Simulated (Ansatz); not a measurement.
SbI3, relaxed as a singlet with RKS PBE-D4/def2-SVP in Ansatz, starting from the GFN2-xTB geometry. Force threshold 0.02 eV/Å.

In the def2 sets I, Sb take a core potential; there is no spin–orbit coupling.

Start:

```tsv
atom	x (Å)	y (Å)	z (Å)
Sb1	-0.813	0.518	-0.276
I2	1.349	0.425	-1.963
I3	-1.046	-2.170	0.217
I4	0.510	1.227	2.021
```

(1) Estimate the energy that the relaxation releases and the steps that it takes.

(2) Does the start keep its bonding and symmetry?

(3) Predict the relaxed structure.

Results:

(1) 0.02 eV, in 3 steps; 3.2 s on 4 threads of Intel Xeon on a shared host. No frequencies were taken in this run, so the end may be a saddle point.

(2) By distances, no bond broke or formed. The bond that changes most is Sb1–I3, from 2.74 to 2.77 Å (atoms count from 1). Point group C3v at the start, C3v at the end, both within 0.05 Å.

(3) 
```xyz
4

Sb   -0.771    0.492   -0.261
I     1.362    0.449   -2.020
I    -1.093   -2.213    0.215
I     0.502    1.272    2.066
```
Bond lengths: 3 × I–Sb 2.77 Å.
